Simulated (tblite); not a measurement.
Compound: C4H6O2Si.
Bonds: Si1–O2, O2–C3, C3–C4 (aromatic), C4–C5 (aromatic), C5–O6 (aromatic), O6–C7 (aromatic), C3–C7 (aromatic). Hydrogens: H8, H9, H10 on Si1; H11 on C4; H12 on C5; H13 on C7.

Computed with GFN2-xTB (tblite), gas phase: nudged elastic band of 9 images (0 to 8), spring 0.2 eV/Å², climbing image at the end, force threshold 0.05 eV/Å. The top image wasn't refined or checked by frequencies; at this threshold it can lie a kcal/mol or more above the true saddle point of the method.

The band describes a rotation about C3–O2 (aromatic carbon bearing oxygen, silyl ether oxygen), followed by the dihedral C7–C3–O2–Si1, from the optimised start (180°) to a second optimised geometry at 0°.

Task: How does the energy change from image to image?

Result: 
```csv
image,dihedral (°),E (eV),C3–O2 (Å),C7···Si1 (Å),largest true force (eV/Å)
0,180,0.000,1.340,3.97,0.01
1,-157,0.013,1.342,3.95,0.03
2,-135,0.036,1.344,3.88,0.04
3,-112,0.057,1.345,3.77,0.04
4,-88,0.067,1.346,3.63,0.04
5,-65,0.063,1.345,3.49,0.04
6,-42,0.047,1.344,3.37,0.05
7,-20,0.026,1.342,3.29,0.05
8,0,0.012,1.340,3.29,0.01
```

Barriers of this band. The top is image 4 at -88°: 0.067 eV forward and 0.055 eV back; the end lies 0.012 eV above the start. The central bond is 0.006 Å longer at the top than at the start.

Task: What rate follows at 250 K for crossing this barrier forward?

Result: Taking the electronic barrier for the free energy of activation (no zero-point or entropy terms, transmission 1), rate = (kT/h)·exp(−ΔE/kT) ≈ 2 × 10^11 s⁻¹, whose inverse is 4 × 10^-12 s. An error of 1 kcal/mol in the barrier changes this by a factor of 7, and the method and the loose band can each miss by that much or more. The barrier is only 3.1 kT, where transition-state theory is rough.

Task: How would the two end points share their population at 250 K, from these energies alone?

Result: exp(−ΔE/kT) with ΔE = 0.012 eV gives 0.57 for the higher one (end) against 1 for the lower, without vibrational, rotational or degeneracy terms. GFN2-xTB can put conformers this close in the wrong order.

What follows is the cost of the whole band run. On one thread of an Arm Neoverse N1, shared host with 64 logical CPUs at a one-minute load of 60, this took 4.0 s and 0.18 GiB of memory at its peak.
